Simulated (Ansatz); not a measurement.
Relaxation of a periodic cell of 36 atoms, BH4CF3 (packed as 4 BF3 + 4 CH4, density as packed 1.03 g/cm³ with natural masses), to a largest force component of 0.3 eV/Å in at most 15 steps.

The calculation used DFT PBE, scalar-relativistic, plane waves, PAW in Ansatz 0.2.0. Settings: accuracy low, cutoff 420 eV, k mesh 1x1x1, fermi-dirac smearing 0.05 eV, no spin polarisation.

```xyz
36
Lattice="8.1433 0.0000 0.0000 0.0000 8.1433 0.0000 0.0000 0.0000 8.1433" Properties=species:S:1:pos:R:3:forces:R:3
B 4.427 5.458 3.863 0.36 -0.13 0.16
F 5.482 5.828 4.568 0.00 -0.24 -0.12
F 4.198 6.003 2.681 -0.11 0.11 -0.15
F 3.602 4.541 4.339 0.54 0.15 -0.56
B 3.399 0.536 4.608 0.07 0.54 -0.02
F 3.466 1.791 4.200 0.32 -0.14 0.72
F 4.507 -0.132 4.876 -0.16 0.27 0.07
F 2.223 -0.051 4.749 -0.01 -0.11 0.02
B 7.586 5.149 0.704 0.06 0.00 0.22
F 6.872 6.243 0.906 0.36 0.29 0.29
F 8.828 5.243 0.262 -0.29 -0.55 0.73
F 7.058 3.961 0.944 0.48 -0.01 0.38
B 1.111 5.626 5.724 0.16 0.09 0.16
F 1.794 4.495 5.696 -0.73 -0.04 0.47
F 1.347 6.518 6.671 0.21 0.40 -0.68
F 0.192 5.867 4.804 -0.01 0.13 -0.09
C 2.083 1.417 2.044 -0.26 0.03 -0.44
H 1.910 2.337 2.603 -0.05 0.08 -0.02
H 3.150 1.200 2.022 0.07 0.03 -0.21
H 1.715 1.538 1.025 -0.07 -0.05 -0.20
H 1.554 0.595 2.526 -0.17 -0.08 -0.02
C 5.160 1.705 7.891 -0.22 -0.67 0.09
H 6.040 2.212 8.284 -0.01 -0.19 0.06
H 4.846 0.928 8.587 0.02 -0.25 0.07
H 5.399 1.255 6.928 0.09 -0.14 -0.15
H 4.352 2.426 7.764 -0.08 -0.44 0.07
C 4.821 4.593 7.719 0.07 0.57 -0.53
H 4.249 4.378 8.621 -0.01 -0.02 0.14
H 5.424 5.487 7.875 -0.45 0.12 -0.18
H 4.138 4.757 6.886 -0.12 0.02 -0.06
H 5.473 3.750 7.493 -0.19 0.67 -0.18
C 6.774 3.159 4.283 0.01 -0.06 -0.15
H 6.934 2.504 3.427 0.04 -0.16 -0.11
H 7.420 2.848 5.104 0.11 -0.07 0.13
H 5.733 3.099 4.597 -0.10 -0.09 0.07
H 7.010 4.186 4.004 0.07 -0.07 -0.01
```

Task: Where does it end, and by what steps?

Result: The run converged. The threshold is loose, so the end isn't yet a minimum. The force dipped under the threshold on the way, but the program's further checks kept it going. Limits of this set-up: coarse k mesh, low accuracy level. After 12 steps the energy has fallen by 2.068 eV; F11 moved furthest, 1.37 Å.

| step | energy less start (eV) | largest force component (eV/Å) | accepted |
| --- | --- | --- | --- |
| 0 | 0.0000 | 0.734 | yes |
| 1 | -0.8926 | 0.466 | yes |
| 2 | -1.3207 | 0.284 | yes |
| 3 | -1.5341 | 0.867 | yes |
| 4 | -1.7398 | 0.341 | yes |
| 5 | -1.8499 | 0.384 | yes |
| 6 | -1.9176 | 0.827 | yes |
| 7 | -1.9637 | 0.753 | yes |
| 8 | -1.9487 | 1.203 | no |
| 9 | -2.0122 | 0.302 | yes |
| 10 | -2.0296 | 0.183 | yes |
| 11 | -2.0517 | 0.129 | yes |
| 12 | -2.0678 | 0.289 | yes |

```xyz
36
Lattice="8.1433 0.0000 0.0000 0.0000 8.1433 0.0000 0.0000 0.0000 8.1433" Properties=species:S:1:pos:R:3
B 4.462 6.000 3.390
F 5.655 5.919 3.948
F 4.301 6.625 2.234
F 3.419 5.426 3.974
B 3.021 1.064 4.870
F 3.245 2.364 4.851
F 4.025 0.222 4.638
F 1.814 0.585 5.120
B 8.196 5.546 1.506
F 7.781 6.800 1.556
F 9.491 5.274 1.462
F 7.312 4.556 1.476
B 0.695 5.490 5.746
F 1.120 4.274 6.052
F 0.521 6.400 6.706
F 0.440 5.794 4.485
C 1.798 1.519 1.615
H 1.865 2.462 2.173
H 2.772 1.007 1.618
H 1.514 1.739 0.580
H 1.035 0.869 2.062
C 5.560 1.075 8.085
H 6.267 1.753 8.575
H 5.348 0.228 8.744
H 5.997 0.711 7.149
H 4.633 1.620 7.874
C 4.686 4.864 7.335
H 4.196 4.604 8.279
H 4.985 5.919 7.361
H 3.990 4.696 6.505
H 5.568 4.228 7.199
C 6.912 2.363 4.423
H 6.783 1.546 3.689
H 7.526 2.009 5.258
H 5.927 2.685 4.804
H 7.417 3.214 3.933
```

Whether the end is a true minimum wasn't checked by a vibrational analysis.

Time of the run: 38 s on 1 thread of AMD EPYC 7R13 Processor (Zen 3), on a shared host, peak memory 0.69 GiB.
